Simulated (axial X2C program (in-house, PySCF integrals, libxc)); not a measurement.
# Potential curves of MgBr, two-component

Computed with an in-house relativistic program for diatomic molecules. Two-component (2c) means X2C with spin–orbit coupling and atomic mean-field two-electron Coulomb and Gaunt terms. Basis: Br dyall-cv3z [8s9p6d4f1g], Mg dyall-cv3z [9s8p6d3f] (cores contracted in-house); Gaussian nuclei, density fitting, unrestricted open shells. Masses: Br 78.918 u, Mg 23.985 u.

State: Ω = 1/2 (⟨Sz⟩ = 0.50, ⟨Lz⟩ = 0.00 at HF). Energies in eV from the fragments at the same level (Br + Mg). Fits are polynomials in 1 − R0/R over 0.85 to 1.23 times the lowest point R0.

```json
{"R (Å)": "2.0602", "HF": "-1.6288"}
{"R (Å)": "2.1549", "HF": "-2.0245"}
{"R (Å)": "2.2259", "HF": "-2.1947"}
{"R (Å)": "2.2970", "HF": "-2.2838"}
{"R (Å)": "2.3680", "HF": "-2.3103"}
{"R (Å)": "2.4509", "HF": "-2.2816"}
{"R (Å)": "2.5338", "HF": "-2.2060"}
{"R (Å)": "2.6403", "HF": "-2.0613"}
{"R (Å)": "2.7706", "HF": "-1.8393"}
{"R (Å)": "2.9600", "HF": "-1.4757"}
```

Occupations by symmetry block were frozen at the best pattern of an incomplete PBE0 search. De is counted from the lowest determinant-based energies of the atoms at the same level, without counterpoise correction.

Question: What are Re, ωe and De at the HF level?

Answer: At HF, 2c: Re = 2.369 Å, ωe ≈ 373 cm⁻¹, De = 2.31 eV to Br + Mg; Be follows as 0.163 cm⁻¹.
